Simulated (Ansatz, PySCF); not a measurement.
Si(H)2(OH)(iPr) (C₃H₁₀OSi), SMILES CC(C)[SiH2]O. Atoms are numbered in the order given.

```xyz
15

Si     0.8652    -0.5931    -0.0810
O      2.0456     0.4806    -0.5947
C     -0.7193     0.2954     0.4498
C     -1.7952    -0.7130     0.8789
C     -1.2199     1.2412    -0.6513
H      0.5908    -1.4652    -1.2557
H      1.3583    -1.4276     1.0612
H      2.4312     1.0578     0.0742
H     -0.4456     0.9044     1.3339
H     -2.7078    -0.1990     1.2265
H     -1.4504    -1.3651     1.6981
H     -2.0899    -1.3637     0.0377
H     -0.4409     1.9578    -0.9554
H     -1.5164     0.6771    -1.5522
H     -2.1016     1.8151    -0.3181
```
Charge 0, spin multiplicity 1.

Coordinates come from a B3LYP-D3(BJ)/def2-SVP optimisation. One conformer was computed; it need not be the lowest.

Two levels are set side by side: PBE-D3(BJ)/def2-SVP (Ansatz, a quantum-chemistry and plane-wave program) and B3LYP-D3(BJ)/def2-SVP (Ansatz). Each level has its own optimised geometry; the coordinates shown are those of the second. Frequencies come from the Hessian of PySCF at each geometry. Differences are taken from unrounded values.

```csv
quantity,B3LYP-D3(BJ)
mean bond length (Å),1.308
bond Si1–O2 (Å),1.676
bond Si1–C3 (Å),1.893
bond C3–C4 (Å),1.536
bond C3–C5 (Å),1.535
bond Si1–H6 (Å),1.488
bond Si1–H7 (Å),1.498
bond O2–H8 (Å),0.964
bond C3–H9 (Å),1.108
bond C4–H10 (Å),1.103
bond C4–H11 (Å),1.102
bond C4–H12 (Å),1.104
bond C5–H13 (Å),1.101
bond C5–H14 (Å),1.104
bond C5–H15 (Å),1.104
highest harmonic wavenumber (cm⁻¹),3877
mean harmonic wavenumber (cm⁻¹),1396
zero-point energy (kcal/mol),77.86
```

Q: What does PBE-D3(BJ) give, and how far is it from B3LYP-D3(BJ)? (The exact figures need the calculation; the answer reports its results.)

A: 
```tsv
quantity	PBE-D3(BJ)	PBE-D3(BJ) minus B3LYP-D3(BJ)
mean bond length (Å)	1.316	0.008
bond Si1–O2 (Å)	1.690	0.014
bond Si1–C3 (Å)	1.901	0.008
bond C3–C4 (Å)	1.536	0.001
bond C3–C5 (Å)	1.536	0.001
bond Si1–H6 (Å)	1.502	0.014
bond Si1–H7 (Å)	1.513	0.015
bond O2–H8 (Å)	0.973	0.009
bond C3–H9 (Å)	1.116	0.008
bond C4–H10 (Å)	1.111	0.008
bond C4–H11 (Å)	1.110	0.007
bond C4–H12 (Å)	1.111	0.008
bond C5–H13 (Å)	1.109	0.008
bond C5–H14 (Å)	1.111	0.008
bond C5–H15 (Å)	1.111	0.008
highest harmonic wavenumber (cm⁻¹)	3767	-109
mean harmonic wavenumber (cm⁻¹)	1359	-37
zero-point energy (kcal/mol)	75.79	-2.06
```

GGA bonds tend to be longer and softer than those of functionals with exact exchange. Differences between two approximate levels are no errors against the true value.
